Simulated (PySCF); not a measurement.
Mg(OH)(NMe2) (C2H7MgNO), SMILES [N](C)(C)[Mg][OH].

Geometry: PBE0-D3(BJ)/def2-SVP. The structure was generated by enumeration; whether it is a known compound was not checked. The values are those of a single conformer.

The numbers are results of HF/def2-TZVP run with PySCF, not measurements.

Symmetry labels are those of the subgroup C2v that the program uses (full group C2v).

Computed valence orbital energies around the gap with their symmetry:
| orbital | symmetry | energy (eV) |
|---|---|---|
| HOMO−7 | B1 | -16.12 |
| HOMO−6 | B2 | -15.63 |
| HOMO−5 | A2 | -13.97 |
| HOMO−4 | B2 | -13.34 |
| HOMO−3 | B1 | -12.16 |
| HOMO−2 | B2 | -12.16 |
| HOMO−1 | A1 | -11.67 |
| HOMO | B1 | -8.47 |
| LUMO | A1 | 1.24 |
| LUMO+1 | B2 | 2.72 |
| LUMO+2 | B1 | 2.92 |
| LUMO+3 | A1 | 3.90 |
